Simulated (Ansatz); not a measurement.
Computed with Ansatz on PBE0-D4/def2-TZVP structures; ΔE is electronic, products minus reactants. CCSD(T)/CBS adds triple-zeta CCSD(T) − MP2 to the extrapolated MP2 energy (def2 sets, frozen cores). Functionals use def2-TZVPP. B3LYP here is the variant with VWN-RPA as its local correlation; programs differ in this. One conformer a species, not always the lowest.

Consider the isomerisation: `C1O[SiH2]C[SiH2]1` → `O[Si@H]1C[C@@H]1[SiH3]`.

| level | ΔE (kJ/mol) | difference from CCSD(T)/CBS |
| --- | --- | --- |
| PBE-D4 | 76.3 | -0.5 |
| r2SCAN-D4 | 76.7 | -0.1 |
| B3LYP-D4 | 82.4 | 5.6 |
| ωB97X-V | 83.3 | 6.5 |
| MP2/def2-TZVPP | 71.5 | -5.3 |
| CCSD(T)/def2-TZVPP | 77.7 | 0.9 |
| HF/def2-QZVPP | 87.0 | 10.2 |
| MP2/def2-QZVPP | 70.9 | -5.9 |
| SCS-MP2/def2-QZVPP | 75.0 | -1.8 |
| HF/CBS(def2) | 87.0 | 10.2 |
| CCSD(T)/CBS | 76.8 | 0 |

Largest T1 diagnostic among the species: 0.012.

The D4 term adds +4.1 kJ/mol with B3LYP and +2.0 kJ/mol with PBE0; it sums over pairs of atoms, weighted by their polarisabilities, and B3LYP, whose exchange is more repulsive, gets the larger term. From PBE to PBE0 (25 % exact exchange), in def2-TZVPP and without D4, ΔE moves by +4.0 kJ/mol. In def2-TZVPP, CCSD(T) changes the Hartree–Fock value by −9.4 kJ/mol (the triples alone add −1.1 kJ/mol) and MP2 by −15.7 kJ/mol.

CCSD(T)/CBS has its own doubt, a few kJ/mol and more with outer-core shells, so smaller differences from it don't rank the levels.
